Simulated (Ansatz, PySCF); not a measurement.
Molecule: B2H3, charge 0, multiplicity 2. It need not be the lowest isomer of its formula. SMILES: [BH]B
Structure (B3LYP-D3(BJ)/def2-TZVP (Ansatz, a first-principles code) minimum search):
```
B
H 1 1.1953
H 1 1.1953 2 118.30
B 1 1.5608 2 120.85 3 180.00
H 4 1.1764 3 154.73 1 -180.00
```
Charge 0, spin multiplicity 2.

Quantity: atomisation energy (electronic, to ground-state atoms), in kcal/mol. Cores are frozen in the correlated levels unless marked. UHF or UKS for open shells. Spin-orbit coupling is left out. No relativistic terms. The coupled-cluster limit lacks core correlation, which all-electron functionals hold. Basis-set limits of correlation are two-point, X^-3; Hartree-Fock from the larger set.

```tsv
level	program	atomisation energy (kcal/mol)	minus last row
HF/aug-cc-pVDZ	Ansatz	290.6	-66.8
HF/cc-pVQZ	Ansatz	296.6	-60.8
SVWN5/def2-TZVPD	Ansatz	406.7	49.3
revPBE-D4/def2-TZVPD	Ansatz + dftd4	363.9	6.5
B97M-V/def2-TZVPD	Ansatz	371.0	13.6
BHLYP-D3(BJ)/def2-TZVPD	Ansatz + dftd3	364.7	7.3
BHLYP-D4/def2-TZVPD	Ansatz + dftd4	364.3	6.9
PW6B95/def2-TZVPD	PySCF	365.8	8.4
CAM-B3LYP/def2-TZVPD	Ansatz	368.6	11.2
B2GP-PLYP-D3(BJ)/def2-TZVPD	Ansatz + dftd3	361.4	4.0
B2PLYP-D3(BJ)/def2-TZVPD	Ansatz + dftd3	362.7	5.3
RPA@PBE/cc-pVQZ	Ansatz	339.2	-18.2
MP2/6-31G	Ansatz	319.2	-38.2
MP2/cc-pVDZ	Ansatz	336.2	-21.2
MP2/def2-QZVPPD	Ansatz	358.4	1.0
RI-MP2/cc-pVTZ	Ansatz	353.7	-3.7
RI-MP2/CBS(aug-cc-pVTZ,aug-cc-pVQZ)	Ansatz	360.9	3.5
RI-MP2/CBS(cc-pVTZ,cc-pVQZ)	Ansatz	360.9	3.5
SCS-MP2/STO-3G	Ansatz	432.4	75.0
CCSD(T)/cc-pwCVTZ	Ansatz	351.2	-6.2
CCSD(T)/CBS(def2-TZVPPD,def2-QZVPPD)	Ansatz	357.4	0.0
```
